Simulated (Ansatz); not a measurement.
Abridged output of a molecular run in Ansatz:

```
Functional definition: HF
1783 factors; integrals over basis functions are off by at most 1.1e-3 eV
mean field evaluation 1: about -10789.4150 eV, gradient 8.3e1 eV
mean field evaluation 2: about -10789.7077 eV, gradient 8.3e1 eV
mean field evaluation 4: about -10801.2451 eV, gradient 1.5e1 eV
mean field evaluation 8: about -10801.7085 eV, gradient 1.2e0 eV
mean field evaluation 16: about -10801.7121 eV, gradient 3.7e-6 eV
mean field -10801.71213832 eV, -396.9555994198 hartree, gradient 3.7e-6 eV, S^2 0.000000; 0 other end points of the search recorded, 0 dependent functions left out
5 core orbitals not correlated: weight in the atoms' cores, before any rotation towards them, 1.000 or more for the frozen orbitals, at most 0.000 for the correlated occupied ones
reference -10801.71213832 eV, -396.9555994198 hartree; 23, 23 occupied and 253, 253 virtual orbitals, 1783 factors
second order -43.88281556 eV of doubles, -0.00000000 eV of singles
cycle   1  -41.19604739 eV  change     2.7e0 eV  update   2.7e-1
cycle   2  -42.76558535 eV  change    -1.6e0 eV  update   1.7e-1
cycle   3  -43.15123440 eV  change   -3.9e-1 eV  update   4.5e-2
cycle   4  -43.18984744 eV  change   -3.9e-2 eV  update   1.9e-2
cycle   5  -43.15405718 eV  change    3.6e-2 eV  update   5.4e-3
cycle   6  -43.15297556 eV  change    1.1e-3 eV  update   2.4e-3
cycle   7  -43.15408503 eV  change   -1.1e-3 eV  update   8.0e-4
cycle   8  -43.15339717 eV  change    6.9e-4 eV  update   3.6e-4
cycle   9  -43.15344830 eV  change   -5.1e-5 eV  update   1.3e-4
cycle  10  -43.15368065 eV  change   -2.3e-4 eV  update   6.0e-5
cycle  11  -43.15357264 eV  change    1.1e-4 eV  update   2.9e-5
cycle  12  -43.15352707 eV  change    4.6e-5 eV  update   1.5e-5
perturbative correction -2.10091982 eV, -0.0772073791 hartree
Total energy: -10846.96658520 eV, -398.6186696681 hartree
```

Its atoms:

Z-matrix (Å, degrees):
```
C
Nb 1 3.102
O 1 1.401 2 22.1
H 1 1.094 2 118.6 3 70.8
H 1 1.094 2 120.0 3 -66.5
H 1 1.095 2 89.1 3 -178.0
O 2 1.905 1 116.6 3 64.1
O 2 1.699 1 92.3 3 177.9
O 2 1.910 1 117.1 3 -71.2
H 7 0.958 2 128.9 1 106.2
H 9 0.958 2 129.5 1 77.1
```

Q: Which basis set was used?
A. def2-TZVPP
B. def2-SVP
C. def2-TZVPPD
D. def2-QZVPP

A: A. It gives 281 functions.

Q: Write the keys of the input that set method, charge and spin (a neutral closed shell needs none for the last two).

A: 
```yaml
correlation: {method: ccsd_t}
```
